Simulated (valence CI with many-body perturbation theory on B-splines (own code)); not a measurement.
**Gd XXV: input, log and results**

Calculated by configuration interaction combined with many-body perturbation theory (CI+MBPT): four valence electrons over a frozen Dirac-Fock core [Kr], radial functions for each j: 6 s, 6 p, 5 d, 5 f, 1 g, with the one-electron correlation potential Σ1 (screened to all orders), the two-electron term Σ2, the three-electron term Σ3, Breit, model QED; selected single and double excitations, second order for the rest, scaled by the run's own slope (own B-spline code, finite nucleus).

Command, and the settings that its task file holds:

```sh
python run_cv.py task.json out
```

```
atom Gd  Z=64  mass_number=158  rms_radius_fm=5.1569
core [Kr]
valence 4d4
avg = 1
basis = S
breit = 1
cap = 10000
capref = 1200
cscale = 1
de = 0.0
dress = 0
eps = 2e-08
extrap = 1
h = 0.27
hh = 1
l2 = 3
lcore = 6
maxit = 3
n2 = 5
natural = 1
nlev = 21
nno = [3, 3, 3, 3, 1]
nroot = 26
nsp = [3, 3, 2, 2, 0]
pt2 = 1
qed = 1
rpa = 1
s1 = 1
s2 = 1
s3 = 1
screen = 1
tol = 2e-05
whole = 1
```

It took 48 s on 1 thread of Intel(R) Xeon(R) Platinum 8488C (Sapphire Rapids) (shared host).

Log. The first blocks belong to the next ion, which gives the ionisation energy. Fields: 2J, parity (1 odd), roots, reference size, generating configurations, candidates as configurations/state functions, variational space P, stored matrix elements, Davidson steps; e2 is the range of second-order energies in hartree. The first line gives the box (bohr), its intervals, the orbitals and the steps of their self-consistent field. Window is the range of levels sought, series limit the energy at which the first omitted orbital would enter, core excitation an estimate of the first excitation out of the core, left out the lowest levels not solved, and shifts from estimates the range by which levels moved from their first estimate, all in cm⁻¹.

```
rmax 6.0 intervals 59 orbitals 40 references ['4d4', '4d3 4f', '4d3 5s', '4d3 5p', '4d2 4f2'] scf 5 t 2.6
2J=3 par=0 roots 2 ref 38 generators 6 cand 355/947 P 374/985 nnz 0 it 0
2J=3 par=0 roots 2 ref 38 generators 10 cand 464/1099 P 838/2084 nnz 0 it 3
   second order: generators 13 cand 1849/4267 e2 -0.00001 -0.00001
2J=5 par=0 roots 2 ref 44 generators 3 cand 294/938 P 312/982 nnz 0 it 0
2J=5 par=0 roots 2 ref 44 generators 9 cand 513/1419 P 825/2401 nnz 0 it 3
   second order: generators 12 cand 1645/4377 e2 -0.00001 -0.00000
2J=7 par=0 roots 2 ref 38 generators 2 cand 318/959 P 334/997 nnz 0 it 0
2J=7 par=0 roots 2 ref 38 generators 10 cand 437/1206 P 771/2203 nnz 0 it 3
   second order: generators 13 cand 1853/4972 e2 -0.00001 -0.00001
reference levels 845, estimated 32, window 198548 1/cm; series limit 3722824, core excitation 949901
2J=0 par=0 roots 3 ref 28 generators 8 cand 67/151 P 1082/2020 nnz 0 it 3
2J=0 par=0 roots 3 ref 28 generators 10 cand 395/1136 P 1477/3156 nnz 1.3e+06 it 3
   second order: generators 14 cand 3118/6841 e2 -0.00002 -0.00001
2J=2 par=0 roots 4 ref 51 generators 8 cand 211/976 P 731/3486 nnz 2.7e+06 it 3
2J=2 par=0 roots 4 ref 51 generators 10 cand 555/2903 P 1286/6389 nnz 6.7e+06 it 3
   second order: generators 15 cand 4048/24740 e2 -0.00005 -0.00002
2J=4 par=0 roots 6 ref 88 generators 8 cand 143/978 P 515/3547 nnz 2.8e+06 it 3
2J=4 par=0 roots 6 ref 88 generators 11 cand 766/5348 P 1281/8895 nnz 1.3e+07 it 3
   second order: generators 17 cand 3792/35100 e2 -0.00005 -0.00002
2J=8 par=0 roots 6 ref 91 generators 8 cand 157/954 P 527/3545 nnz 3e+06 it 3
2J=8 par=0 roots 6 ref 91 generators 12 cand 692/5441 P 1219/8986 nnz 1.4e+07 it 3
   second order: generators 18 cand 4201/45900 e2 -0.00005 -0.00002
2J=6 par=0 roots 5 ref 85 generators 8 cand 125/992 P 460/3493 nnz 3e+06 it 3
2J=6 par=0 roots 5 ref 85 generators 10 cand 744/5633 P 1204/9126 nnz 1.5e+07 it 3
   second order: generators 16 cand 3825/41916 e2 -0.00004 -0.00002
2J=10 par=0 roots 2 ref 67 generators 5 cand 160/1009 P 593/3549 nnz 3.1e+06 it 3
2J=10 par=0 roots 2 ref 67 generators 8 cand 393/2049 P 986/5598 nnz 7e+06 it 3
   second order: generators 13 cand 3923/39699 e2 -0.00004 -0.00004
2J=12 par=0 roots 2 ref 55 generators 4 cand 228/1000 P 788/3551 nnz 3e+06 it 3
2J=12 par=0 roots 2 ref 55 generators 8 cand 157/847 P 945/4398 nnz 3.9e+06 it 3
   second order: generators 12 cand 4459/34892 e2 -0.00003 -0.00003
left out: unestimated 303674, estimated 250648, shifts from estimates -57 to 2
operators 3.3
```

The Davidson iterations stopped at their limit. The settings are bad on purpose, so the numbers may not be properties of the ion.

No measured spectrum was set against this ion. As an estimate, terms of the open shell hold to 2 to 4 % of their energy, and close levels can change places. Only levels of the ground parity were solved; by the run's estimate the other parity begins above the list, which can be wrong where configurations are misplaced.

```yaml
Valence_energy: -128.587 hartree
Ionisation_energy: "811.04 eV (NIST: 810 ± 4 eV (theoretical))"
Reference_configurations_for_the_orbitals: 4d4, 4d3 4f, 4d3 5s, 4d3 5p, 4d2 4f2
Radial_orbitals: 40
Box_radius: 5.973 bohr
Largest_variational_space: 9126
Lowest_levels: (4d3/2^4) J=0 0.0, (4d3/2^3 4d5/2) J=1 40517, (4d3/2^3 4d5/2) J=2 63396, (4d3/2^3 4d5/2) J=4 71380, (4d3/2^3 4d5/2) J=3 74316, (4d3/2^2 4d5/2^2) J=0 106400, (4d3/2^2 4d5/2^2) J=4 [a] 111510, (4d3/2^2 4d5/2^2) J=2 [a] 118060, (4d3/2^2 4d5/2^2) J=3 [a] 118130, (4d3/2^2 4d5/2^2) J=5 128340, (4d3/2^2 4d5/2^2) J=1 133240, (4d3/2^2 4d5/2^2) J=6 136410, (4d3/2^2 4d5/2^2) J=4 [b] 145710, (4d3/2^2 4d5/2^2) J=3 [b] 148160 cm⁻¹
```

Levels are named by their leading jj configuration (3d3/2^4 stands for four electrons in 3d with j = 3/2), which in mixed levels can hold well under half, so a name can repeat and another be missing. Letters in brackets count levels of one name in rising energy.
